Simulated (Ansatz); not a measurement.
Saddle point of InSiH5Cl2, closed shell (InCl + SiH₄ + HCl → SiH₃Cl ([SiH3][Cl]) + InCl + H₂; bonds formed: In1–Cl3, H2–H5, Cl4–Si6; bonds broken: In1–Cl4, H2–Cl3, H5–Si6), PBE0-D4/def2-TZVP structure:

```
9
angstrom
In -1.2605 -1.6109 -2.4898
H -1.1481 0.3863 -0.0075
Cl -2.0606 0.6892 -1.3921
Cl 0.5341 -1.7647 -0.4204
H -0.7773 0.1510 0.7747
Si 0.8962 0.2881 0.7673
H 1.2094 1.0671 -0.4450
H 2.0200 -0.4786 1.3573
H 0.5869 1.2726 1.8556
```

Energies are electronic, without zero-point energy. Barriers and step energies count from the start structure reached by relaxing down the imaginary mode; all methods use the PBE0-D4 structures, on which another method's saddle can fall below an end. Computed with Ansatz 0.2.0 (basis: def2-TZVPP, with def2-QZVPP for the basis limit); correlated methods freeze the cores. Filled d shells of the heavier atoms are correlated. Core potentials replace the inner electrons of the atoms past krypton. The def2 sets are not built for correlating such inner shells, so the correlated values are less sure here. B3LYP uses VWN-RPA correlation. Extrapolation: Hartree–Fock as exp(−7.88 √X), correlation as X^−2.97.

```
      method  barrier (kJ/mol)  step energy (kJ/mol)
       SPW92              65.8                 -29.8
      PBE-D4              85.2                 -47.2
     BLYP-D4                 ?                 -50.9
   r2SCAN-D4              92.5                 -55.0
      B97M-V             105.8                 -53.0
     PBE0-D4                 ?                 -52.3
    B3LYP-D4             109.7                 -54.3
  r2SCAN0-D4                 ?                 -57.8
    BHLYP-D4             127.7                 -59.9
CAM-B3LYP-D4             118.9                 -54.3
     wB97X-V             119.3                 -59.4
     wB97M-V             115.3                 -60.1
      B2PLYP             116.2                 -57.8
    PBE-QIDH             113.2                 -58.1
  RPA on PBE             128.1                 -54.7
          HF             169.6                 -73.9
         MP2             120.7                 -61.1
        CCSD             135.9                 -57.2
     CCSD(T)             127.5                 -55.8
```

Q: Fill in the withheld barriers. (An estimate is asked for; the value comes from the calculation.)

A: The calculation gives: PBE0-D4 99.7; r2SCAN0-D4 103.6; BLYP-D4 99.0 kJ/mol. Each is the energy of the saddle less that of the start structure, by the same method.

For comparison, the barrier by CCSD(T) at an estimated basis limit (MP2 extrapolated from triple and quadruple zeta, plus CCSD(T) − MP2 in triple zeta) is 119.1 kJ/mol.

T1 diagnostic: at most 0.014.

Labels in which every atom is bracketed show which atoms are joined, not bond orders.

For scale, one of the runs: CCSD(T)/def2-TZVPP, 246 basis functions, launched by `ansatz run in.yaml --threads 8 --pin off --events-out ev --progress --plain --max-ram 19148MiB`. Time: 110 s of wall clock on 8 CPU threads of an Arm Neoverse V1; the host was shared. Peak host memory: 4.9 GiB.
